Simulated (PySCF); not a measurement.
**Exercise with solution: entropy of an ideal gas**

ZrF3, SMILES [F][Zr+]([F])[F], charge +1, multiplicity 1.

Geometry: PBE-D3(BJ)/def2-TZVP. The multiplicity is an assumed one; other spin states were not compared. The isomer is the one that the SMILES or the coordinates give; other isomers of the formula were not compared. The def2 effective core potentials stand for the cores of Zr; spin–orbit coupling is left out.

PySCF with PBE-D3(BJ)/def2-TZVP gives the harmonic wavenumbers 144, 178, 178, 736, 739, 739 cm⁻¹ and the rotational temperatures 0.2415, 0.2415, 0.1415 K. The molar mass is 148.22 g/mol, the symmetry number 3, the spin multiplicity 1.

Q: Work out the entropy at 298.15 K and 1 atm in the rigid-rotor, harmonic-oscillator model.

A: 
Translation (Sackur–Tetrode at 1 atm): S = R[1.5 ln M + 2.5 ln T − 1.16487] = 171.1 J/(mol K).
Rotation: q = (√π/σ) T^1.5/√(θA θB θC) = 33500, S = R[ln q + 3/2] = 99.1 J/(mol K).
Vibration: with u = 1.4388 ν/T, each mode gives R[u/(e^u − 1) − ln(1 − e^−u)]:
```tsv
ν (cm⁻¹)	modes	u	S (J/(mol K))
144	1	0.69	11.51
178	2	0.86	19.66
736	1	3.55	1.11
739	2	3.57	2.20
```
These are all the modes. Sum 34.5 J/(mol K).
Spin: R ln 1 = 0.0 J/(mol K).
Total 304.7 J/(mol K); the program's own thermochemistry gives 304.7. Translation makes up 56 % and vibration 11 %. Anharmonicity, hindered rotation and orbital degeneracy are left out.
